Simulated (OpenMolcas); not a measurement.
Mo3+ among 6 point charges of -1.7 e arranged as a trigonal antiprism (D3d), 2.2 Å from the ion, with a polar angle of 49.3° against the regular 54.74°.
```
   0.0000    1.6669    1.4357  -1.70
  -1.4436   -0.8335    1.4357  -1.70
   1.4436   -0.8335    1.4357  -1.70
   0.0000   -1.6669   -1.4357  -1.70
   1.4436    0.8335   -1.4357  -1.70
  -1.4436    0.8335   -1.4357  -1.70
```

```
Program             : OpenMolcas
Method              : CASSCF
Basis               : ANO-RCC-VDZP [6s5p3d1f]
Scalar Hamiltonian  : DKH2, point nucleus
Active space        : 3 electrons in 5 orbitals (4d)
State averaging     : 2S+1 = 4 even, 10 roots; 2S+1 = 2 even, 40 roots
Spin-orbit coupling : RASSI with atomic mean-field integrals over the reference wave functions
```

What is the spin-free ground state (labels of D3, the rotations of D3d)?

4A2, 1-fold in its orbital part, 97 % from free-ion F terms; it has the highest spin that d3 allows.

Where is the first state of the same spin?

4E at 7770 cm-1 above the ground state.

What are the lowest two levels with spin-orbit coupling?

A 2-fold level E1/2 with g = 1.87, 3.33, 3.33, then a 2-fold level E3/2 77.1 cm-1 above it. Their leading multiplicities are 4 (100 %) and 4 (100 %).

What is χT at 300 K, and how does it compare with the textbook value?

The lowest level has 2S+1 = 4, for which the spin-only value is χT = S(S+1) / 2 = 1.875 cm3 K/mol (g = 2). The computed 1.459 at 300 K differs by -0.416, through orbital momentum, spin-orbit coupling and any other state in reach.

Without dynamic correlation the repulsion within the d shell is too large (B by tens of per cent), so at a given field states of lower spin stand too high. This is an electrostatic model: the charges have no orbitals. No measured value stands beside these numbers.
